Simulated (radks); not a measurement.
Values are calculated unless marked as measured or tabulated.
Question: Radial electron density D(r) = 4 pi r^2 rho(r) of an atom or ion with 13 electrons. Level of theory: Dirac Kohn-Sham, LDA (Slater exchange, Perdew-Wang correlation), spin-unpolarised, spherical densities, finite nucleus; Fermi nuclear charge, rms radius of each element as measured or else 0.836 A^(1/3) + 0.57 fm (a radial shooting solver on a logarithmic mesh with Libxc functionals).

```
   r/bohr * D(r) (the largest magnitude, 14.5, reaches the edge; | marks zero)
  0.01393 |        *
  0.01583 |          *
  0.01799 |             *
  0.02044 |                *
  0.02324 |                   *
  0.02641 |                       *
  0.03002 |                           *
  0.03411 |                               *
  0.03877 |                                    *
  0.04407 |                                         *
  0.05008 |                                             *
  0.05692 |                                                 *
   0.0647 |                                                    *
  0.07353 |                                                      *
  0.08357 |                                                      *
  0.09498 |                                                     *
    0.108 |                                                  *
   0.1227 |                                              *
   0.1395 |                                         *
   0.1585 |                                     *
   0.1801 |                                 *
   0.2047 |                                *
   0.2308 |                                *
   0.2624 |                                  *
   0.2982 |                                      *
   0.3389 |                                          *
   0.3852 |                                             *
   0.4378 |                                               *
   0.4976 |                                              *
   0.5655 |                                          *
   0.6427 |                                    *
   0.7305 |                             *
   0.8302 |                     *
   0.9436 |               *
    1.072 |         *
    1.219 |      *
    1.385 |    *
    1.575 |    *
     1.79 |    *
    2.034 |    *
    2.312 |   *
    2.627 |   *
    2.986 |  *
    3.394 |  *
    3.857 | *
    4.384 |*
    4.983 |*
    5.663 *
    6.436 *
    7.315 *
    8.314 *
    9.449 *
    10.74 *
    12.21 *
```

What is the nuclear charge?

Answer: Z = 13. The innermost maximum, from 1s, lies near gamma/Z bohr with gamma = sqrt(1 - (Z/c)^2) = 0.995, here 0.0766 bohr (found: 0.0809), and its height grows with Z. The density is that of neutral aluminium in [Ne] 3s2 3p1; the configuration itself is not fixed sharply by these data, and Z only to about a unit. D(r) has 3 maxima, at r = 0.0809, 0.448, 2.02 bohr, and minima at 0.215, 1.69 bohr, inside which lie 2.20, 10.43 electrons.
